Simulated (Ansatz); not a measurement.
One change: `CC1(O)[SiH2][Se]1` becomes `OC1(F)[SiH2][Se]1`.

Ansatz, PBE0-D4/def2-TZVP geometries, multiplicity 1. Each molecule was computed in one conformer, which needn't be the lowest.

Scalar relativity is left out up to krypton.

```csv
property,`CC1(O)[SiH2][Se]1`
HOMO energy (PBE0/def2-TZVPP) / eV,-6.56
size of the dipole moment (PBE/def2-TZVPP) / D,2.02
HOMO energy (B3LYP/def2-TZVPP) / eV,-6.31
HOMO–LUMO gap (PBE0/def2-TZVPP) / eV,6.01
LUMO energy (PBE/def2-TZVPP) / eV,-1.39
HOMO–LUMO gap (PBE/def2-TZVPP) / eV,4.04
```

(1) What does the change do to each property? (An estimate is asked.)

## Answers

(1) Computed: 
```json
{"property": "HOMO energy (PBE0/def2-TZVPP) / eV", "`OC1(F)[SiH2][Se]1`": "-6.97", "shift": "-0.41"}
{"property": "size of the dipole moment (PBE/def2-TZVPP) / D", "`OC1(F)[SiH2][Se]1`": "0.82", "shift": "-1.20"}
{"property": "HOMO energy (B3LYP/def2-TZVPP) / eV", "`OC1(F)[SiH2][Se]1`": "-6.72", "shift": "-0.41"}
{"property": "HOMO–LUMO gap (PBE0/def2-TZVPP) / eV", "`OC1(F)[SiH2][Se]1`": "6.07", "shift": "0.06"}
{"property": "LUMO energy (PBE/def2-TZVPP) / eV", "`OC1(F)[SiH2][Se]1`": "-1.71", "shift": "-0.32"}
{"property": "HOMO–LUMO gap (PBE/def2-TZVPP) / eV", "`OC1(F)[SiH2][Se]1`": "4.10", "shift": "0.06"}
```

With PBE0 the HOMO falls by 0.41 eV and the LUMO falls by 0.34 eV, so the gap widens by about 0.07 eV. PBE moves the HOMO by -0.38 eV and ωB97M-V by -0.41 eV. Dipoles are sizes alone; their direction can turn.

B3LYP here is the variant with VWN-RPA as its local correlation; programs differ in this.

Spin–orbit coupling is left out; it splits and shifts lone-pair levels of the heavy atoms by tenths of an eV.
